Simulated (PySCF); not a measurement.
Triethylgallium, C6H15Ga.
Structure used (PBE0-D3(BJ)/def2-SVP), in Å, numbered top down from 1:
```
atom  x, y, z in Å
C1    -2.0331   -1.8486   -0.2339
C2    -0.5153   -1.7091   -0.1865
Ga3    0.1706    0.0800    0.3337
C4     2.1267    0.4187    0.3299
C5     3.0073   -0.7768   -0.0188
C6    -1.0965    1.5527    0.7576
C7    -1.4180    2.4022   -0.4748
H8    -2.4932   -1.6477    0.7472
H9    -2.4881   -1.1379   -0.9432
H10   -2.3569   -2.8583   -0.5392
H11   -0.0754   -2.4459    0.5111
H12   -0.0662   -1.9584   -1.1656
H13    2.3030    1.2517   -0.3763
H14    2.3984    0.8339    1.3176
H15    2.7767   -1.1762   -1.0198
H16    2.8669   -1.6095    0.6895
H17    4.0822   -0.5277   -0.0123
H18   -0.6658    2.1885    1.5496
H19   -2.0261    1.1247    1.1694
H20   -0.5143    2.8617   -0.9090
H21   -2.1129    3.2275   -0.2434
H22   -1.8905    1.8076   -1.2747
```

Computed at PBE0/pcSseg-1 (PySCF, non-relativistic), with Q(69Ga) = 0.171 b: Ga3, 69Ga (I = 3/2): χzz = 166.3 MHz, η = 0.011.

**Question.** Where would the pure quadrupole (NQR) lines of 69Ga at Ga3 fall for the rigid, isolated species?

**Answer.** From ν = (|χ|/2)√(1 + η²/3): ν = 83.14 MHz (gallium bonded to 3 C).

In a crystal, neighbours and librations shift these lines. The calculation is non-relativistic, for gallium too. These gradients aren't converged with respect to the basis.

The run behind these numbers computed NMR shieldings as well. Hardware: one thread of an Arm Neoverse V2 (shared host). Cost: 36 s of wall time.

One conformer stands for the species.
